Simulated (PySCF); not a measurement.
**Worked example: oscillator strength and radiative lifetime**

1-chlorobuta-1,2-diene (C₄H₅Cl), SMILES CC=C=CCl.

The structure is a stationary point at B3LYP-D3(BJ)/def2-SVP.

TDDFT-ωB97X/def2-SVPD run with PySCF puts the first singlet state with f over 0.02 at 7.26 eV (vertical), with the transition dipole (1.349, 0.004, -0.098) in atomic units.

### Question
Find the oscillator strength, the wavelength and the radiative lifetime that this transition would have in vacuum if emission retraced absorption.

### Answer

|μ|² = 1.8294 au, so |μ| = 3.44 D. ΔE = 7.26/27.211 = 0.2668 hartree. f = (2/3) ΔE |μ|² = 0.325 (the program prints 0.325).
λ = 1239.84/7.26 = 171 nm; ν = 58556 cm⁻¹.
Einstein's coefficient A = 0.6670 ν² f s⁻¹ (ν in cm⁻¹) = 7.4e8 s⁻¹, so τ = 1/A = 1.3 ns. This state is S4; the lower singlets have f = 0.000, 0.000, 0.004. The figure is the radiative limit of this one transition; relaxation, internal conversion, crossing to triplets and a medium change what is measured.
